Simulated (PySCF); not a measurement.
C2H3Cl2FSi. Atoms are numbered in the order given.

```xyz
9

F      0.4350     2.1147    -1.0460
C      0.5364     0.9641    -0.3419
C      1.6582     0.2471    -0.4898
Cl     1.9017    -1.2584     0.3304
Si    -0.9554     0.5486     0.7410
Cl    -2.1328    -0.8801    -0.1992
H      2.4755     0.5655    -1.1419
H     -0.5128     0.0131     2.0490
H     -1.7416     1.7966     0.8920
```

Coordinates come from a B3LYP-D3(BJ)/def2-SVP optimisation. The structure was generated by enumeration; whether it is a known compound was not checked. The values are those of a single conformer.

The numbers are results of SMD-M06-2X/6-31G* run with PySCF, not measurements.

Solvation free energies are E(SMD) − E(gas) at the gas-phase geometry, for 1 M in both phases. In vacuum the dipole moment is 1.73 D.

```csv
solvent,ΔG(solv) (kcal/mol),its non-electrostatic (CDS) part,dipole (D)
water,0.8,4.1,2.26
dichloromethane,-4.1,-1.3,2.17
2-propanol,-3.8,-0.8,2.22
```
